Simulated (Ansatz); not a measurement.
A made-up structure of MgSiClO (charge +1), closed shell:

```json
{"atom": "Cl1", "x (Å)": "3.9492", "y (Å)": "0.7246", "z (Å)": "-2.1072"}
{"atom": "Si2", "x (Å)": "-0.4757", "y (Å)": "0.2483", "z (Å)": "-0.1442"}
{"atom": "O3", "x (Å)": "0.8464", "y (Å)": "-0.5022", "z (Å)": "0.3376"}
{"atom": "Mg4", "x (Å)": "1.8062", "y (Å)": "0.2563", "z (Å)": "-1.0615"}
```

It is relaxed with PBE-D4/def2-SVP and then PBE0-D4/def2-TZVP (Ansatz 0.2.0). Atoms count as bonded within 1.22 times the sum of their covalent radii (H–H: 0.88 Å). The end point is not checked to be a true minimum.

(1) Does its bonding change? (Judge from chemistry; the calculation decides.)

Answers

(1) Computed: Yes. Formed: none; broken: Si2–Mg4.

Where it ends: The first stage lowers the energy by 2.18 eV in 10 steps. It ends as MgSiClO ([Si][O][Mg][Cl]), total charge +1:
```csv
atom,x (Å),y (Å),z (Å)
Cl1,4.1204,0.5723,-2.0695
Si2,-0.7954,-0.1697,0.4491
O3,0.5608,0.0354,-0.2470
Mg4,2.2402,0.2890,-1.1080
```

Labels in which every atom is bracketed show which atoms are joined, not bond orders.

For scale, one of the runs: PBE0-D4/def2-TZVP relaxation, 137 basis functions, launched by `ansatz run in.yaml --threads 2 --pin off --events-out ev --progress --plain --max-ram 4352MiB`. Hardware: 2 CPU threads of an Arm Neoverse V1, shared host. Wall time about 15 s.
